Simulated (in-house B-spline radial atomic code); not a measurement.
Radial electron density of neutral samarium, [Xe] 4f6 6s2. Computed with a radial B-spline atomic code at the basis-set limit: scalar-relativistic (X2C) HSE06, spin-polarised, spherical fractional occupations, Fermi nucleus of rms radius 5.0819 fm.

Caution: exact exchange at fractional occupations of open shells leaves self-interaction of up to several eV.

One-electron X2C: radii and densities carry no picture-change correction, so inner-shell <1/r> comes out high (for 1s by about 2 % at Z = 33, 5 % at 54, 10 % at 75, 30 % at 118) and <r> low.

Columns: r (bohr), 4πr²n(r) (electrons per bohr), bar.

```
0.000642    2.883 #
0.000808    4.069 ##
 0.00102    5.741 ##
 0.00128    7.982 ###
 0.00161    11.05 #####
 0.00202    15.11 ######
 0.00254    20.48 ########
  0.0032    27.39 ###########
 0.00402    35.81 ###############
 0.00506    45.79 ###################
 0.00637    56.78 #######################
 0.00801    67.67 ############################
  0.0101    77.04 ################################
  0.0127    82.75 ##################################
  0.0159    83.52 ##################################
  0.0201    79.48 #################################
  0.0252    73.91 ##############################
  0.0317    72.15 ##############################
  0.0399    79.33 #################################
  0.0502    94.37 #######################################
  0.0632    107.4 ############################################
  0.0795    106.2 ############################################
     0.1    91.42 #####################################
   0.126    80.73 #################################
   0.158    87.31 ####################################
   0.199    95.45 #######################################
    0.25    79.72 #################################
   0.315    49.44 ####################
   0.396    37.83 ################
   0.498    44.26 ##################
   0.627    41.93 #################
   0.788    27.31 ###########
   0.992    15.59 ######
    1.25    10.92 ####
    1.57    7.861 ###
    1.97    4.404 ##
    2.48    1.922 #
    3.12    0.936 
    3.93   0.6523 
    4.94   0.4335 
    6.22   0.1956 
    7.82   0.0559 
    9.84 0.009174 
    12.4 0.0007574 
    15.6 2.887e-05
```

On this grid the curve has 4 maxima, near 0.0159, 0.0632, 0.199, 0.498 bohr.

The 6s up radial function P(r) = rR(r), positive near the nucleus:

```json
{"r (bohr)": "0.000323", "P": "0.006138"}
{"r (bohr)": "0.00051", "P": "0.008711"}
{"r (bohr)": "0.000808", "P": "0.0123"}
{"r (bohr)": "0.00128", "P": "0.01719"}
{"r (bohr)": "0.00202", "P": "0.02356"}
{"r (bohr)": "0.0032", "P": "0.03144"}
{"r (bohr)": "0.00506", "P": "0.03987"}
{"r (bohr)": "0.00801", "P": "0.04624"}
{"r (bohr)": "0.0127", "P": "0.04478"}
{"r (bohr)": "0.0201", "P": "0.02668"}
{"r (bohr)": "0.0317", "P": "-0.01348"}
{"r (bohr)": "0.0502", "P": "-0.0607"}
{"r (bohr)": "0.0795", "P": "-0.05906"}
{"r (bohr)": "0.126", "P": "0.03458"}
{"r (bohr)": "0.199", "P": "0.1003"}
{"r (bohr)": "0.315", "P": "-0.04183"}
{"r (bohr)": "0.498", "P": "-0.1406"}
{"r (bohr)": "0.788", "P": "0.1126"}
{"r (bohr)": "1.25", "P": "0.2213"}
{"r (bohr)": "1.97", "P": "-0.1515"}
{"r (bohr)": "3.12", "P": "-0.5129"}
{"r (bohr)": "4.94", "P": "-0.4555"}
{"r (bohr)": "7.82", "P": "-0.1599"}
{"r (bohr)": "12.4", "P": "-0.01766"}
```
